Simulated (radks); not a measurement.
Values are calculated unless marked as measured or tabulated.
Question: These are the eigenvalues of the occupied orbitals of an atom or ion with whole-number occupations (eV). Level of theory: non-relativistic Kohn-Sham, LDA (Slater exchange, Perdew-Wang correlation), spin-polarised, spherical densities, point nucleus (a radial shooting solver on a logarithmic mesh with Libxc functionals).

1s up: -3167.606
1s down: -3166.981
2s up: -361.7259
2s down: -361.0452
2p up: -298.2106
2p down: -297.3764
3s up: -82.5325
3s down: -79.3247
3p up: -66.8543

Which element is it, and in what charge state? The configuration may be excited. Open shells, if any, are filled with parallel spins first.

Answer: Z = 18, argon, charge +4: Ar4+ in [Ne] 3s2 3p2. The list shows which subshells hold electrons but not how many an open one holds; the 1s level, -116.41 hartree, gives Z - s = 15.3 by -(Z - s)^2/2, which with screening narrows Z to a few neighbours, and the depths of the outer levels then fix element, charge and occupations together.
